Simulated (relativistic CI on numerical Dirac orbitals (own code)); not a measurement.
**Magnetism of Au2+, 5d9, in a crystal field**

Calculated by Dirac-Coulomb-Breit CI, KLI orbitals optimised for each configuration, model QED (radiative potential, 1s self-energy scaled to tabulated hydrogen-like ionisation energies), valence Slater integrals scaled by 0.7, one configuration in a parametric crystal field (own radial code).

Field parameters in Wybourne normalisation: D4h B²₀ = −7Ds, B⁴₀ = 21(Dq − Dt), B⁴₄ = 21√(5/14) Dq. The field is a parameter set, without covalency.

S is read from ⟨S²⟩ = S(S + 1).

Powder χT (cm³ K mol⁻¹) by Van Vleck's formula, with temperature-independent terms:

| Field | 2 K | 5 K | 10 K | 20 K | 50 K | 100 K | 200 K | 300 K |
| --- | --- | --- | --- | --- | --- | --- | --- | --- |
| D4h, 10Dq = 22500, Ds = -1500, Dt = -460 cm⁻¹ | 0.61 | 0.61 | 0.61 | 0.61 | 0.611 | 0.613 | 0.617 | 0.621 |
| D4h, 10Dq = 22500, Ds = -1090, Dt = -460 cm⁻¹ | 0.612 | 0.613 | 0.613 | 0.613 | 0.614 | 0.616 | 0.62 | 0.624 |
| D4h, 10Dq = 22500, Ds = -680, Dt = -460 cm⁻¹ | 0.615 | 0.615 | 0.616 | 0.616 | 0.617 | 0.619 | 0.623 | 0.628 |
| D4h, 10Dq = 22500, Ds = -270, Dt = -460 cm⁻¹ | 0.618 | 0.618 | 0.619 | 0.619 | 0.62 | 0.623 | 0.627 | 0.631 |
| D4h, 10Dq = 22500, Ds = 140, Dt = -460 cm⁻¹ | 0.621 | 0.621 | 0.622 | 0.622 | 0.624 | 0.626 | 0.632 | 0.637 |
| D4h, 10Dq = 22500, Ds = 550, Dt = -460 cm⁻¹ | 0.657 | 0.661 | 0.664 | 0.663 | 0.661 | 0.661 | 0.664 | 0.668 |
| D4h, 10Dq = 22500, Ds = 950, Dt = -460 cm⁻¹ | 0.653 | 0.653 | 0.654 | 0.654 | 0.656 | 0.658 | 0.664 | 0.669 |
| D4h, 10Dq = 22500, Ds = 1360, Dt = -460 cm⁻¹ | 0.652 | 0.652 | 0.652 | 0.653 | 0.654 | 0.656 | 0.661 | 0.666 |

**Question.** For D4h, 10Dq = 22500, Ds = 950, Dt = -460 cm⁻¹: what effective moment follows at 300 K?

**Answer.** μ_eff = √(8χT) = 2.31 μB. The ground level has S = 0.50; the spin-only moment for S = 1/2 is 1.73 μB. The difference comes from the orbital moment, spin-orbit mixing of terms and temperature-independent paramagnetism, all larger in this ionic model than in covalent complexes.
